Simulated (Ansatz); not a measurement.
`F[SiH](Cl)[O][GeH3]` + `[SH][GeH3]` → `F[SiH](Cl)[S][GeH3]` + `[OH][GeH3]`  (ligand exchange at the Si–O bond)

Calculated with Ansatz (gas phase, PBE0-D4/def2-TZVP geometries, no zero-point term in ΔE). CCSD(T)/CBS adds triple-zeta CCSD(T) − MP2 to the extrapolated MP2 energy (def2 sets, frozen cores). Functionals use def2-TZVPP. For Ge outer-core shells are correlated without core-valence functions, which leaves a few kJ/mol of doubt a bond. Scalar relativity is left out up to krypton. Each species was taken in one conformer, which may not be the lowest.

`F[SiH](Cl)[O][GeH3]`:

Cartesian coordinates in Å:
```
F 1.267 -1.942 0.921
Si 0.924 -0.412 1.167
Cl -0.718 -0.379 2.387
O 0.614 0.328 -0.217
Ge -0.787 0.509 -1.318
H 2.064 0.213 1.849
H -0.170 0.880 -2.669
H -1.533 -0.830 -1.367
H -1.662 1.633 -0.751
```

`[SH][GeH3]`:

```xyz
6

S    -1.077   -1.277    0.417
Ge    0.097    0.536   -0.113
H    -0.019   -2.104    0.383
H     0.757    0.363   -1.490
H     1.172    0.809    0.950
H    -0.931    1.672   -0.146
```

`F[SiH](Cl)[S][GeH3]`:

Z-matrix (Å, degrees):
```
Si
Cl 1 2.044
S 1 2.099 2 112.3
F 1 1.586 2 108.0 3 117.7
H 1 1.474 2 107.1 3 -125.4
Ge 3 2.241 1 96.8 2 -57.2
H 6 1.532 3 104.9 1 -151.3
H 6 1.532 3 109.2 1 88.8
H 6 1.535 3 108.5 1 -32.3
```

`[OH][GeH3]`:

Cartesian coordinates in Å:
```
O -1.207 -0.481 0.441
Ge 0.354 0.262 0.005
H -1.456 -1.192 -0.153
H 0.560 1.353 1.058
H 0.276 0.855 -1.415
H 1.473 -0.796 0.063
```

```
              species  r2SCAN0-D4 energy (Eh)
`F[SiH](Cl)[O][GeH3]`             -3004.27608
         `[SH][GeH3]`             -2477.56530
`F[SiH](Cl)[S][GeH3]`             -3327.21856
         `[OH][GeH3]`             -2154.59668
```

Problem. Work out ΔE.

Solution. ΔE = (-3327.21856) + (-2154.59668) − (-3004.27608) − (-2477.56530) = 0.02614 Eh = +0.71 eV. CCSD(T)/CBS gives +0.71 eV.

Problem. What do rigid-rotor, harmonic-oscillator terms from PBE0-D4/def2-TZVP frequencies (298.15 K, 1 bar) make of the CCSD(T)/CBS value? (Best estimate.)

Solution. Ansatz gave: ΔZPE = +0.05 eV, ΔH = +0.76 eV, ΔS = -14 J/(mol·K), ΔG = +0.80 eV. Modes under 50 cm⁻¹ make the entropy rough.

Largest T1 diagnostic among the species: 0.011.

Leaving LDA and LC-ωPBE aside and taking each functional with its dispersion term where it has one, the values, not all of them listed here, spread over 0.29 eV, from revPBE-D4 to BHLYP-D4. From r2SCAN to r2SCAN0 (25 % exact exchange), in def2-TZVPP and without D4, ΔE moves by +0.03 eV. In def2-TZVPP, CCSD(T) changes the Hartree–Fock value by −0.25 eV (the triples alone add −0.05 eV) and MP2 by −0.31 eV.
